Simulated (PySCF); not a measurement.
## Bonding in `FC(F)(F)C(F)(F)[C@@H]1C=N1`

Compound: C₄H₂F₅N.
Atom-mapped SMILES: `[F:1][C:2]([F:3])([F:4])[C:5]([F:6])([F:7])[C@@H:8]1[CH:9]=[N:10]1` (hydrogens: H11 on C8; H12 on C9)

Structure used (GFN2-xTB), in Å, numbered top down from 1:
```xyz
12
C4H2F5N angstrom
F     -1.704    0.287   -1.149
C     -1.311    0.439    0.111
F     -0.769    1.661    0.221
F     -2.393    0.415    0.881
C     -0.287   -0.646    0.533
F     -0.062   -0.487    1.867
F     -0.879   -1.856    0.409
C      1.021   -0.597   -0.222
C      1.585    0.670   -0.673
N      1.061    0.002   -1.588
H      1.652   -1.454   -0.015
H      2.088    1.565   -0.401
```

Bond orders from the PBE0/pcSseg-1 density (PySCF). The structure is a single GFN2-xTB conformer in the gas phase; no vibrational or solvent corrections.

(1) Where do the orders between heavy atoms depart from those drawn in the SMILES?

(2) Give the Mayer order of every bond, beside its length.

Results:

(1) The largest departure is 0.210, at C9–N10 (drawn double, 1.790).

(2) 
```
  bond  drawn as  length (Å)  Mayer order
 F1–C2    single       1.329        1.024
 C2–F3    single       1.341        0.974
 C2–F4    single       1.328        1.024
 C2–C5    single       1.551        0.922
 C5–F6    single       1.363        0.943
 C5–F7    single       1.353        0.950
 C5–C8    single       1.511        0.974
 C8–C9    single       1.458        0.950
C9–N10    double       1.248        1.790
N10–C8    single       1.492        0.954
C8–H11    single       1.084        0.929
C9–H12    single       1.062        0.990
```

Bonds between the same two heavy elements. C–F: lowest C5–F6 (0.943, 1.363 Å), highest F1–C2 and C2–F4 (1.024, 1.329 Å). C–C: lowest C2–C5 (0.922, 1.551 Å), highest C5–C8 (0.974, 1.511 Å); in 1 of the 3 pairs the longer bond (by over 0.003 Å) has the higher order (by 0.02 or more). C–N: lowest N10–C8 (0.954, 1.492 Å), highest C9–N10 (1.790, 1.248 Å). Bonds named together lie within 0.004.

Q: Sum the orders of all bonds at each heavy atom with more than one neighbour and set the sums beside the valence in the SMILES.

A: C2 3.944 (drawn 4), C5 3.789 (drawn 4), C8 3.807 (drawn 4), C9 3.730 (drawn 4), N10 2.744 (drawn 3). Orders between atoms that aren't bonded are not in these sums.

For a closed shell the Mayer order of atoms A and B is Σ (PS)μν (PS)νμ over the basis functions μ on A and ν on B, with P the density and S the overlap matrix.

The run behind these numbers computed NMR shieldings as well. Hardware: an Intel Xeon Platinum 8259CL at 2.50 GHz with one thread, no GPU, on a shared host. Cost: 35 s wall, 0.75 GiB resident at most.
